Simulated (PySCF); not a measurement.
How methods differ on the excitation energy of Si⁺

Si⁺ [Ne] 3s2 3p1 (2P) → Si⁺ [Ne] 3s1 3p2 (4P), as a difference of total energies. All numbers are calculated (PySCF 2.14, the spin-free X2C one-electron Hamiltonian (Gaussian nucleus), in x2c-TZVPPall with one added diffuse shell each of s, p, d type (6s6p4d1f, 51 functions)). Correlated levels: valence: [Ne] frozen. The calculations carry no spin-orbit coupling.

```csv
method,excitation energy (eV)
UHF,3.937
MP2 (valence),4.789
SCS-MP2 (valence),5.129
CCSD (valence),5.114
CCSD(T) (valence),5.140
```

Q: How much does correlation contribute at CCSD(T) (valence)?

A: 5.140 − (3.937) = 1.203 eV, measured against UHF.

Errors of the correlated levels include the incompleteness of this basis and the frozen core.

For comparison: 5.308 eV (measured; NIST levels, between the centres of gravity of the two terms).
